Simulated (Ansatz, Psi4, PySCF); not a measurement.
System: CH₃N, charge 0, multiplicity 1. SMILES: C=N
Coordinates optimised at B3LYP-D3(BJ)/def2-TZVP (Ansatz, a program for electronic structure):
```
C
N 1 1.2631
H 2 1.0217 1 111.31
H 1 1.0903 2 118.89 3 -180.00
H 1 1.0949 4 116.21 2 -180.00
```
Charge 0, spin multiplicity 1.

Wanted: enthalpy of formation at 298 K, in kcal/mol. Set-up: 6-311+G** with 5d; dispersion terms only where a functional's name holds one; non-relativistic; frozen cores in correlated levels; no spin-orbit coupling; open shells spin-unrestricted; six Cartesian d functions in 6-31G* and its kin unless marked 5d; LANL2DZ all-electron up to Ne. CBS(X,Y): correlation extrapolated as X^-3; Hartree-Fock from the larger set. First-principles rows: single points at B3LYP-D3(BJ) geometries (Ansatz), with unscaled harmonic terms from B3LYP/6-31G* at its own minima, enthalpies of formation by atomisation with measured atoms.

Measured values: Active Thermochemical Tables 1.112 (ions: stationary electron), as tabulated in the package chemicals; they hold spin-orbit and core effects, anharmonicity. 

Value to compare with, the measured value: 21.2 kcal/mol.

```json
[
 {"level": "HF/LANL2DZ", "program": "Ansatz", "enthalpy of formation at 298 K (kcal/mol)": "198.1", "error": "176.9"},
 {"level": "HF/6-311+G**", "program": "Ansatz", "enthalpy of formation at 298 K (kcal/mol)": "165.0", "error": "143.8"},
 {"level": "SVWN5/6-31G*", "program": "Ansatz", "enthalpy of formation at 298 K (kcal/mol)": "-39.2", "error": "-60.4"},
 {"level": "PBE/def2-SVP", "program": "Ansatz", "enthalpy of formation at 298 K (kcal/mol)": "8.8", "error": "-12.4"},
 {"level": "B3LYP/LANL2DZ", "program": "Ansatz", "enthalpy of formation at 298 K (kcal/mol)": "46.0", "error": "24.8"},
 {"level": "B3LYP/6-31G**", "program": "Ansatz", "enthalpy of formation at 298 K (kcal/mol)": "20.3", "error": "-0.9"},
 {"level": "B3LYP/cc-pVDZ", "program": "Ansatz", "enthalpy of formation at 298 K (kcal/mol)": "29.0", "error": "7.8"},
 {"level": "B3LYP/6-311+G**", "program": "Ansatz", "enthalpy of formation at 298 K (kcal/mol)": "22.7", "error": "1.5"},
 {"level": "PBE0/6-311+G**", "program": "Ansatz", "enthalpy of formation at 298 K (kcal/mol)": "25.0", "error": "3.8"},
 {"level": "M06-2X/6-31G* (5d)", "program": "PySCF", "enthalpy of formation at 298 K (kcal/mol)": "27.4", "error": "6.2"},
 {"level": "M06-2X/6-311+G**", "program": "PySCF", "enthalpy of formation at 298 K (kcal/mol)": "27.1", "error": "5.9"},
 {"level": "wB97X-D/6-311+G**", "program": "Psi4", "enthalpy of formation at 298 K (kcal/mol)": "26.2", "error": "5.0"},
 {"level": "MP2/6-31G*", "program": "Ansatz", "enthalpy of formation at 298 K (kcal/mol)": "65.3", "error": "44.1"},
 {"level": "PBE/def2-TZVPD", "program": "Ansatz", "enthalpy of formation at 298 K (kcal/mol)": "9.2", "error": "-12.0"},
 {"level": "r2SCAN-D4/def2-TZVPD", "program": "Ansatz + dftd4", "enthalpy of formation at 298 K (kcal/mol)": "25.2", "error": "4.0"},
 {"level": "CCSD(T)/CBS(def2-TZVPPD,def2-QZVPPD)", "program": "Ansatz", "enthalpy of formation at 298 K (kcal/mol)": "22.9", "error": "1.7"}
]
```

Among the 13 habitual levels, HF/LANL2DZ lies farthest from the measured value (176.9 kcal/mol); 10 of 13 lie above it, and their mean absolute error is 38.0 kcal/mol, the median 7.8. One case shows no general order.

The levels are drawn from those run, B3LYP/6-31G* more often than the rest, none by its result; runs whose electronic state is in doubt are left out.
